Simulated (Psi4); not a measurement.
H8Ge3, charge +1, quartet, geometry from GFN2-xTB of the parent state (a state made from the parent by changing its charge; the spin is typed, not shown lowest); Psi4 with PBE/STO-3G.

Input for Psi4:
```
memory 2 GB

molecule mol {
1 4
Ge    1.900016    0.787608    0.012672
Ge    0.159059   -0.829749   -0.117822
Ge   -2.054347    0.016851    0.101477
H     3.278975    0.214864   -0.120157
H     1.803785    1.845198   -1.046877
H     1.905234    1.541601    1.309649
H     0.394271   -1.908798    0.915399
H     0.281264   -1.601503   -1.412673
H    -2.461276    0.905491   -1.036401
H    -2.241652    0.855430    1.331329
H    -3.111898   -1.042992    0.177276
}

set {
  basis sto-3g
  reference uks
}

energy('pbe')
print_variables()
```

It wrote (shortened):

```
   => Loading Basis Set <=

    Name: STO-3G
    Role: ORBITAL
    Keyword: BASIS

         ---------------------------------------------------------
                                   SCF
               by Justin Turney, Rob Parrish, Andy Simmonett
                          and Daniel G. A. Smith
                              UKS Reference
         ---------------------------------------------------------

  ==> Geometry <==

    Molecular point group: c1
    Full point group: C1

    Geometry (in Angstrom), charge = 1, multiplicity = 4:

       Center              X                  Y                   Z               Mass
    ------------   -----------------  -----------------  -----------------  -----------------
         GE           1.899158750124     0.792193391753     0.013337928152    73.921177761000
         GE           0.158201750124    -0.825163608247    -0.117156071848    73.921177761000
         GE          -2.055204249876     0.021436391753     0.102142928152    73.921177761000
         H            3.278117750124     0.219449391753    -0.119491071848     1.007825032230
         H            1.802927750124     1.849783391753    -1.046211071848     1.007825032230
         H            1.904376750124     1.546186391753     1.310314928152     1.007825032230
         H            0.393413750124    -1.904212608247     0.916064928152     1.007825032230
         H            0.280406750124    -1.596917608247    -1.412007071848     1.007825032230
         H           -2.462133249876     0.910076391753    -1.035735071848     1.007825032230
         H           -2.242509249876     0.860015391753     1.331994928152     1.007825032230
         H           -3.112755249876    -1.038406608247     0.177941928152     1.007825032230

  Running in c1 symmetry.

  Rotational constants: A =      0.16611  B =      0.02599  C =      0.02299 [cm^-1]
  Rotational constants: A =   4979.74650  B =    779.18583  C =    689.35975 [MHz]
  Nuclear repulsion =  757.760223418119153

  Charge       = 1
  Multiplicity = 4
  Electrons    = 103
  Nalpha       = 53
  Nbeta        = 50

  ==> Algorithm <==

  SCF Algorithm Type is DF.
  DIIS enabled.
  MOM disabled.
  Fractional occupation disabled.
  Guess Type is SAD.
  Energy threshold   = 1.00e-06
  Density threshold  = 1.00e-06
  Integral threshold = 1.00e-12

  ==> Primary Basis <==

  Basis Set: STO-3G
    Blend: STO-3G
    Number of shells: 32
    Number of basis functions: 62
    Number of Cartesian functions: 65
    Spherical Harmonics?: true
    Max angular momentum: 2

  ==> DFT Potential <==

   => LibXC <=

    Version 7.1.2
    S. Lehtola, C. Steigemann, M. J. T. Oliveira, and M. A. L. Marques,  SoftwareX 7, 1–5 (2018) (10.1016/j.softx.2017.11.002)

   => Composite Functional: PBE <=

    PBE GGA Exchange-Correlation Functional

    J.P. Perdew et. al., Phys. Rev. Lett., 77(18), 3865-3868, 1996

    Deriv               =              1
    GGA                 =           TRUE
    Meta                =          FALSE

    Exchange Hybrid     =          FALSE
    MP2 Hybrid          =          FALSE

   => Exchange Functionals <=

    1.0000     XC_GGA_X_PBE

   => Correlation Functionals <=

    1.0000     XC_GGA_C_PBE

   => LibXC Density Thresholds  <==

    XC_GGA_C_PBE:  1.00E-12
    XC_GGA_X_PBE:  1.00E-15

   => Molecular Quadrature <=

    Radial Scheme          =       TREUTLER
    Pruning Scheme         =           NONE
    Nuclear Scheme         =       TREUTLER

    Blocking Scheme        =         OCTREE
    BS radius alpha        =              1
    Pruning alpha          =              1
    Radial Points          =             75
    Spherical Points       =            302
    Total Points           =         233535
    Total Blocks           =           1777
    Max Points             =            256
    Max Functions          =             56
    Weights Tolerance      =       1.00E-15

   => Loading Basis Set <=

    Name: (STO-3G AUX)
    Role: JKFIT
[...]
   @DF-UKS iter  70: -6162.35346682247109   -4.34008e-03   7.95629e-04 DIIS/ADIIS
   @DF-UKS iter  71: -6162.35347793900928   -1.11165e-05   8.04463e-04 DIIS/ADIIS
   @DF-UKS iter  72: -6162.35473565059146   -1.25771e-03   7.17632e-04 DIIS/ADIIS
   @DF-UKS iter  73: -6162.35641375037358   -1.67810e-03   5.24634e-04 DIIS/ADIIS
   @DF-UKS iter  74: -6162.35631592520167    9.78252e-05   5.16209e-04 DIIS/ADIIS
   @DF-UKS iter  75: -6162.35547788672102    8.38038e-04   6.07594e-04 DIIS/ADIIS
   @DF-UKS iter  76: -6162.35809355623041   -2.61567e-03   3.27546e-04 DIIS/ADIIS
   @DF-UKS iter  77: -6162.35453590749421    3.55765e-03   6.41163e-04 DIIS/ADIIS
   @DF-UKS iter  78: -6162.35777639020216   -3.24048e-03   3.61806e-04 DIIS/ADIIS
   @DF-UKS iter  79: -6162.34793692876246    9.83946e-03   1.12715e-03 DIIS/ADIIS
   @DF-UKS iter  80: -6162.34835046663648   -4.13538e-04   1.07283e-03 DIIS/ADIIS
   @DF-UKS iter  81: -6162.34849874144948   -1.48275e-04   1.05848e-03 DIIS/ADIIS
   @DF-UKS iter  82: -6162.34817194227526    3.26799e-04   1.11233e-03 DIIS/ADIIS
   @DF-UKS iter  83: -6162.34822338172944   -5.14395e-05   1.14521e-03 DIIS/ADIIS
   @DF-UKS iter  84: -6162.35554422371752   -7.32084e-03   6.03939e-04 DIIS/ADIIS
   @DF-UKS iter  85: -6162.35872334780834   -3.17912e-03   3.54483e-04 DIIS/ADIIS
   @DF-UKS iter  86: -6162.35452613134021    4.19722e-03   8.28994e-04 DIIS/ADIIS
   @DF-UKS iter  87: -6162.35000820480673    4.51793e-03   1.41477e-03 DIIS/ADIIS
   @DF-UKS iter  88: -6162.35598219127041   -5.97399e-03   5.57683e-04 DIIS/ADIIS
   @DF-UKS iter  89: -6162.35746754123920   -1.48535e-03   5.30491e-04 DIIS/ADIIS
   @DF-UKS iter  90: -6162.34961761989416    7.84992e-03   1.02438e-03 DIIS/ADIIS
   @DF-UKS iter  91: -6162.34976945541166   -1.51836e-04   9.93979e-04 DIIS/ADIIS
   @DF-UKS iter  92: -6162.34915203360015    6.17422e-04   1.02638e-03 DIIS/ADIIS
   @DF-UKS iter  93: -6162.34985022137971   -6.98188e-04   9.95548e-04 DIIS/ADIIS
   @DF-UKS iter  94: -6162.35007890683664   -2.28685e-04   9.55762e-04 DIIS/ADIIS
   @DF-UKS iter  95: -6162.35239332754554   -2.31442e-03   9.66689e-04 DIIS/ADIIS
   @DF-UKS iter  96: -6162.35370280468851   -1.30948e-03   9.98349e-04 DIIS/ADIIS
   @DF-UKS iter  97: -6162.35699871949600   -3.29591e-03   4.97183e-04 DIIS/ADIIS
   @DF-UKS iter  98: -6162.35840938713045   -1.41067e-03   5.16206e-04 DIIS/ADIIS
   @DF-UKS iter  99: -6162.34844397926827    9.96541e-03   1.31361e-03 DIIS/ADIIS
   @DF-UKS iter 100: -6162.35328277656390   -4.83880e-03   9.79711e-04 DIIS/ADIIS

PsiException: Could not converge SCF iterations in 100 iterations.

  Failed to converge.

Traceback (most recent call last):
  File "psi4", line 375, in <module>
  File "<string>", line 32, in <module>
  File "site-packages/psi4/driver/driver.py", line 533, in energy
  File "site-packages/psi4/driver/procrouting/proc.py", line 2760, in run_scf
  File "site-packages/psi4/driver/procrouting/proc.py", line 2047, in scf_helper
  File "site-packages/psi4/driver/procrouting/scf_proc/scf_iterator.py", line 93, in scf_compute_energy
  File "site-packages/psi4/driver/procrouting/scf_proc/scf_iterator.py", line 86, in scf_compute_energy
  File "site-packages/psi4/driver/procrouting/scf_proc/scf_iterator.py", line 609, in scf_iterate

psi4.driver.p4util.exceptions.SCFConvergenceError: Could not converge SCF iterations in 100 iterations.

Printing out the relevant lines from the Psithon --> Python processed input file:
    H    -3.111898   -1.042992    0.177276
    ""","mol")
    core.IO.set_default_namespace("mol")
    core.set_global_option("BASIS", "sto-3g")
    core.set_global_option("REFERENCE", "uks")
--> energy('pbe')
    print_variables()

!-------------------------------------------------------!
!                                                       !
!  Could not converge SCF iterations in 100 iterations. !
!                                                       !
!-------------------------------------------------------!
```

Convergence was not reached.
